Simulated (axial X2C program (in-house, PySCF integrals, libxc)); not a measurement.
**Levels of AuCl⁻ by electron attachment to AuCl (EOM-EA-CCSD)**

Computed with an axial X2C code built on PySCF integrals: two-component X2C with atomic mean-field Coulomb and Gaunt terms, Gaussian nuclei, basis Au dyall-acv3z, Cl dyall-av3z with contracted cores.

R = 2.221 Å (near the PBE0 minimum at charge 0 of the determinant lowest at the starting distance; the state shown can have its own minimum elsewhere).

Levels of AuCl⁻ obtained by attaching an electron to AuCl:

```
  Ω  binding energy (eV)  above lowest (cm⁻¹)                 attached spinor  one-particle weight
1/2                1.682                    0  52% Au sσ, 29% Au pσ, 9% Cl pσ                 0.96
1/2               -0.322                16158                       95% Au pπ                 1.00
3/2               -0.333                16251                       98% Au pπ                 1.00
1/2               -0.334                16260             89% Au pσ, 8% Au sσ                 1.00
1/2               -0.828                20242            84% Au sσ, 11% Au pσ                 0.99
1/2               -1.175                23040             83% Au pπ, 9% Au dπ                 0.98
```

(1) Take the first Ω = 1/2 and Ω = 3/2 rows of π character: how far apart are they, and which lies lower?

Negative binding energies belong to unbound states, resonances or levels that the basis set holds; within some tenths of an eV of zero the sign is not settled.

This point took 37 s on 1 thread of Arm Neoverse V1, on a shared host.

Reference electrons by ω block (each with its −ω partner): 1/2: 28, 3/2: 14, 5/2: 5, 7/2: 1. 18 electrons of AuCl correlated (inner shells frozen), 84 natural virtual spinors (a truncated set); levels can be off by some tenths of an eV. Roots sought by Ω: (1/2: 5, 3/2: 4, 5/2: 2, 7/2: 1); rows need 60 % one-particle weight and stop where some Ω has no more roots. Missing are any skipped roots, higher Ω and states of a further excitation; these come out far too high here and may in truth be low or lowest. T1 of the reference 0.029 (Lee–Taylor). Number of frozen shells: Au 5 s, 4 p, 2 d, 1 f; Cl 2 s, 1 p. Large amplitudes in the reference (orbital relaxation or multireference character) lower the reliability.

Answers

(1) E(3/2) − E(1/2) = 16251 − 16158 = 93 cm⁻¹ at EOM-EA-CCSD: regular, Ω = 1/2 lower. Splittings at this level can be off by ten to twenty per cent.
